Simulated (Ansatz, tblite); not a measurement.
Cost and result up the ladder for `Sc1cnc(-c2cnc(-c3cnc(-c4cnc(S)s4)s3)s2)s1` (28 atoms). Charge 0, multiplicity 1. Geometry: PBE-D4/def2-SVP.

Cartesian coordinates in Å:
```
S -0.142 -6.131 -5.865
C -0.128 -4.736 -4.794
C -0.212 -3.375 -5.073
N -0.172 -2.543 -3.998
C -0.059 -3.204 -2.865
C 0.007 -2.603 -1.558
C 0.126 -3.187 -0.294
N 0.163 -2.342 0.763
C 0.076 -1.079 0.368
C 0.090 0.039 1.279
C 0.194 -0.014 2.671
N 0.186 1.175 3.321
C 0.078 2.190 2.478
C 0.042 3.573 2.874
C -0.066 4.738 2.120
N -0.071 5.912 2.812
C 0.032 5.687 4.105
S 0.062 6.942 5.336
S 0.144 3.993 4.574
S -0.024 1.708 0.775
S -0.061 -0.867 -1.382
S 0.010 -4.970 -3.071
H -0.243 -5.389 -7.003
H -0.306 -2.963 -6.089
H 0.188 -4.274 -0.129
H 0.278 -0.962 3.221
H -0.145 4.753 1.022
H -0.050 7.932 4.405
```

Ansatz on 2 threads of AMD EPYC 7R13 on a shared host and a share (18 GiB) of an NVIDIA H100 80GB HBM3; xTB runs through tblite on one thread. Times are rough, summed over both states, and most runs start from the orbitals of an earlier one. PBE0-D4/def2-TZVP serves as the yardstick here, not as an exact answer. The other state is a doublet.

The xTB rows come from tblite. Single mean-field runs in def2-TZVP are fitted with def2-universal-jkfit.

Raw xTB energies of ions are shifted by several eV.

```tsv
level	functions	wall time	vertical IE (eV)	difference from PBE0-D4/def2-TZVP (eV)
GFN1-xTB	130	0.16 s	12.23	5.28
GFN2-xTB	124	0.16 s	11.92	4.97
PBE-D4/def2-TZVP	754	12 s	6.65	-0.30
PBE0-D4/def2-TZVP (with forces)	754	23 s	6.95	0.00
```
